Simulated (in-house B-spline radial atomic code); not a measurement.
How numerical settings move a run on the caesium ion Cs²⁺, [Kr] 4d10 5s2 5p5. Computed with a B-spline radial code for spherical atoms: Dirac-Hartree-Fock, average of configuration, Fermi nucleus of rms radius 4.8041 fm.

Command:
```bash
python run_scf.py task.json out
```
Settings of the sound reference run:
```
Z                55
electrons        53
configuration    [Kr] 4d10 5s2 5p5
hamiltonian      dirac
method           hf
spin_polarised   False
nucleus          fermi
rms_radius       4.8041
mass_number      133
atomic_mass      132.9055
speed_of_light   137.036
knot_spacing     0.22
spline_order     8
gauss_points     12
box_radius       22.22
max_iterations   70
damping          0.5
damped_steps     3
diis_vectors     10
tolerance        1e-08
start            Thomas-Fermi
```

Cost of the run: 1.1 s on 1 thread of Intel(R) Xeon(R) 6975P-C, on a shared host.

It converges in 10 iterations to -7785.808666 hartree, with 5p3/2 at -33.1087 eV. The other runs change the listed settings, some to values that make no sense; their results aren't properties of the atom or ion. Radii are in bohr (the nuclear one in fm), a minus after a letter asks for a j subshell, and «unchanged» means within 1e-8 hartree. The run stops when the residual is below 10 × tolerance × max(1, Z/10), or a noise floor if that is larger, and the energy moves by less than 1e-8 × √|E| hartree; so very loose and very tight tolerances often act alike.

```tsv
changed settings	outcome
spline_order = 6	converged in 10 iterations, energy +8.90e-06 hartree from the reference
spline_order = 5, first_knot = 0.0545, max_iterations = 3, damping = 0.2	not converged after 3 iterations, last residual 7.1e-02, last energy +2.15e+02 hartree from the reference
diis_vectors = 0	converged in 22 iterations, energy unchanged
electrons = 55, configuration = [Kr] 4d10 5s2 5p7, max_iterations = 50	stopped with error: shell 5p holds at most 6 electrons
spline_order = 4, max_iterations = 75, tolerance = 1e-13	converged in 11 iterations, energy +4.82e-03 hartree from the reference, 5p3/2 level +5.9e-05 eV
spline_order = 5	converged in 10 iterations, energy +1.66e-04 hartree from the reference, 5p3/2 level +1.2e-06 eV
knot_spacing = 0.75, gauss_points = 4, max_iterations = 60, tolerance = 0.01, start = bare nucleus	converged in 9 iterations, energy +8.11e+00 hartree from the reference, 5p3/2 level +1.4e-01 eV (the program warns: 5p3/2 reaches the box edge; 3p3/2 reaches the box edge)
electrons = 61, configuration = [Kr] 4d10 5s2 5p5 7s2 7p6, max_iterations = 75	not converged after 75 iterations, last residual 5.1e-03
spline_order = 7	converged in 10 iterations, energy +6.25e-07 hartree from the reference
max_iterations = 8	not converged after 8 iterations, last residual 1.9e-05, last energy +6.10e-09 hartree from the reference
max_iterations = 5	not converged after 5 iterations, last residual 7.7e-03, last energy +1.43e-03 hartree from the reference
max_iterations = 2	not converged after 2 iterations, last residual 2.4e-01, last energy +1.45e+00 hartree from the reference
knot_spacing = 0.55, first_knot = 0.0545, max_iterations = 75, diis_vectors = 20	converged in 10 iterations, energy +5.92e+01 hartree from the reference, 5p3/2 level +1.0e+00 eV
spline_order = 4	converged in 10 iterations, energy +4.82e-03 hartree from the reference, 5p3/2 level +5.9e-05 eV
```

Task: What happens with diis_vectors = 4?

Result: Converged in 10 iterations, energy unchanged, 5p3/2 level +1.0e-06 eV.

Task: What happens with diis_vectors = 1?

Result: Converged in 19 iterations, energy unchanged, 5p3/2 level -9.7e-06 eV.

Task: What happens with spline_order = 3?

Result: Converged in 10 iterations, energy +2.55e-01 hartree from the reference, 5p3/2 level +4.2e-03 eV.

Task: What happens with diis_vectors = 20?

Result: Converged in 10 iterations, energy unchanged.
